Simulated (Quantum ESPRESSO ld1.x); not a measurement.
The run below uses ld1.x (Quantum ESPRESSO 7.5).

```
 &input
    zed=49.0,
    iswitch=1,
    rel=2,
    dft='BLYP',
    config='[Kr] 4d5 5s1 5p0 6s0',
    rel_dist='average',
    verbosity='high',
    lsmall=.true.,
    prefix='ld1',
    max_out_wfc=37,
    file_charge='ld1.rho',
 /
```

It prints (banner and zero overlaps left out):

```
     Program LD1 v.7.5 starts

     --------------------------- All-electron run ----------------------------

     dirac relativistic calculation

     atomic number is 49.00
     dft =BLYP   lsd =0 sic =0 latt =0  beta=0.20 tr2=1.0E-14
     Exchange-correlation= BLYP
                           (   1   3   1   3   0   0   0)
     mesh =2063 r(mesh) =  99.90100 a.u. xmin = -8.00 dx = 0.00800
     1 Ry =  13.60569312 eV, c = 137.03599908

     n l j   nl                  e(Ry)          e(Ha)          e(eV)
     Spin orbit split results
     1 0 0.5 1S 1( 2.00)   -2048.278248769   -1024.139124385 -27868.2452833
     2 0 0.5 2S 1( 2.00)    -314.625692697    -157.312846348  -4280.7006234
     2 1 0.5 2P 1( 2.00)    -294.063472404    -147.031736202  -4000.9373642
     2 1 1.5 2P 1( 4.00)    -278.557138678    -139.278569339  -3789.9629461
     3 0 0.5 3S 1( 2.00)     -67.120779445     -33.560389723   -913.2247273
     3 1 0.5 3P 1( 2.00)     -58.830865679     -29.415432839   -800.4347046
     3 1 1.5 3P 1( 4.00)     -56.021501153     -28.010750577   -762.2113530
     4 0 0.5 4S 1( 2.00)     -17.406573472      -8.703286736   -236.8284970
     4 1 0.5 4P 1( 2.00)     -14.600765789      -7.300382894   -198.6535387
     4 1 1.5 4P 1( 4.00)     -14.054160314      -7.027080157   -191.2165923
     3 2 1.5 3D 1( 4.00)     -41.374309871     -20.687154935   -562.9261633
     3 2 2.5 3D 1( 6.00)     -40.797272833     -20.398636417   -555.0751744
     4 2 1.5 4D 1( 2.00)      -9.525368072      -4.762684036   -129.5992349
     4 2 2.5 4D 1( 3.00)      -9.437630145      -4.718815072   -128.4054996
     5 0 0.5 5S 1( 1.00)      -6.595618175      -3.297809088    -89.7379568
     5 1 0.5 5P 1( 0.00)      -5.713038965      -2.856519483    -77.7298550
     5 1 1.5 5P 1( 0.00)      -5.588280997      -2.794140498    -76.0324363
     6 0 0.5 6S 1( 0.00)      -3.512039627      -1.756019814    -47.7837334
     Averaged results
     1 0     1S 1( 2.00)   -2048.278248769   -1024.139124385 -27868.2452833
     2 0     2S 1( 2.00)    -314.625692697    -157.312846348  -4280.7006234
     2 1     2P 1( 6.00)    -283.725916587    -141.862958293  -3860.2877521
     3 0     3S 1( 2.00)     -67.120779445     -33.560389723   -913.2247273
     3 1     3P 1( 6.00)     -56.957955995     -28.478977998   -774.9524702
     4 0     4S 1( 2.00)     -17.406573472      -8.703286736   -236.8284970
     4 1     4P 1( 6.00)     -14.236362139      -7.118181069   -193.6955744
     3 2     3D 1(10.00)     -41.028087648     -20.514043824   -558.2155700
     4 2     4D 1( 5.00)      -9.472725316      -4.736362658   -128.8829937
     5 0     5S 1( 1.00)      -6.595618175      -3.297809088    -89.7379568
     5 1     5P 1( 0.00)      -5.629866986      -2.814933493    -76.5982425
     6 0     6S 1( 0.00)      -3.512039627      -1.756019814    -47.7837334

     final scf error:  2.5E-15 reached in  26 iterations

     Etot =  -11736.308470 Ry,   -5868.154235 Ha, -159680.611445 eV

     Ekin =   12335.714858 Ry,    6167.857429 Ha,  167835.950816 eV
     Encl =  -28101.472920 Ry,  -14050.736460 Ha, -382340.016848 eV
     Eh   =    4341.623499 Ry,    2170.811750 Ha,   59070.796986 eV
     Exc  =    -312.173908 Ry,    -156.086954 Ha,   -4247.342399 eV

     normalization and overlap integrals

     s(1S/1S) =  1.000000  <r> =   0.0297  <r2> =    0.0012  r(max) =   0.0193
     LC norm =  0.96766052 + SC norm =  0.03233948 =  1.00000000
     s(2S/2S) =  1.000000  <r> =   0.1281  <r2> =    0.0194  r(max) =   0.1086
     LC norm =  0.99317958 + SC norm =  0.00682042 =  1.00000000
     s(2P/2P) =  1.000000  <r> =   0.1084  <r2> =    0.0144  r(max) =   0.0841
     LC norm =  0.99316005 + SC norm =  0.00683995 =  1.00000000
     s(2P/2P) =  1.000000  <r> =   0.1137  <r2> =    0.0158  r(max) =   0.0882
     LC norm =  0.99345866 + SC norm =  0.00654134 =  1.00000000
     s(3S/3S) =  1.000000  <r> =   0.3480  <r2> =    0.1386  r(max) =   0.3148
     LC norm =  0.99804104 + SC norm =  0.00195896 =  1.00000000
     s(3P/3P) =  1.000000  <r> =   0.3390  <r2> =    0.1336  r(max) =   0.3025
     LC norm =  0.99809641 + SC norm =  0.00190359 =  1.00000000
     s(3P/3P) =  1.000000  <r> =   0.3500  <r2> =    0.1422  r(max) =   0.3123
     LC norm =  0.99817751 + SC norm =  0.00182249 =  1.00000000
     s(4S/4S) =  1.000000  <r> =   0.8219  <r2> =    0.7616  r(max) =   0.7589
     LC norm =  0.99944498 + SC norm =  0.00055502 =  1.00000000
     s(4P/4P) =  1.000000  <r> =   0.8598  <r2> =    0.8394  r(max) =   0.7836
     LC norm =  0.99949576 + SC norm =  0.00050424 =  1.00000000
     s(4P/4P) =  1.000000  <r> =   0.8842  <r2> =    0.8872  r(max) =   0.8091
     LC norm =  0.99951741 + SC norm =  0.00048259 =  1.00000000
     s(3D/3D) =  1.000000  <r> =   0.3214  <r2> =    0.1228  r(max) =   0.2557
     LC norm =  0.99829175 + SC norm =  0.00170825 =  1.00000000
     s(3D/3D) =  1.000000  <r> =   0.3250  <r2> =    0.1254  r(max) =   0.2598
     LC norm =  0.99831548 + SC norm =  0.00168452 =  1.00000000
     s(4D/4D) =  1.000000  <r> =   0.9932  <r2> =    1.1385  r(max) =   0.8695
     LC norm =  0.99962492 + SC norm =  0.00037508 =  1.00000000
     s(4D/4D) =  1.000000  <r> =   1.0015  <r2> =    1.1572  r(max) =   0.8765
     LC norm =  0.99963005 + SC norm =  0.00036995 =  1.00000000
     s(5S/5S) =  1.000000  <r> =   1.7750  <r2> =    3.5085  r(max) =   1.6891
     LC norm =  0.99983619 + SC norm =  0.00016381 =  1.00000000
     s(5P/5P) =  1.000000  <r> =   1.9180  <r2> =    4.1058  r(max) =   1.8152
     LC norm =  0.99985545 + SC norm =  0.00014455 =  1.00000000
     s(5P/5P) =  1.000000  <r> =   1.9592  <r2> =    4.2828  r(max) =   1.8593
     LC norm =  0.99985981 + SC norm =  0.00014019 =  1.00000000
     s(6S/6S) =  1.000000  <r> =   3.1437  <r2> =   10.9880  r(max) =   3.1778
     LC norm =  0.99992285 + SC norm =  0.00007715 =  1.00000000

     LC charge = 41.84380705 + SC charge =  0.15619295 = 42.00000000

     ------------------------ End of All-electron run ------------------------
```

Run on one thread of a shared host, so times are rough (Intel(R) Xeon(R) Processor @ 2.60GHz): 0.82 s of CPU time, 0.87 s wall, 26 iterations on 2063 mesh points.
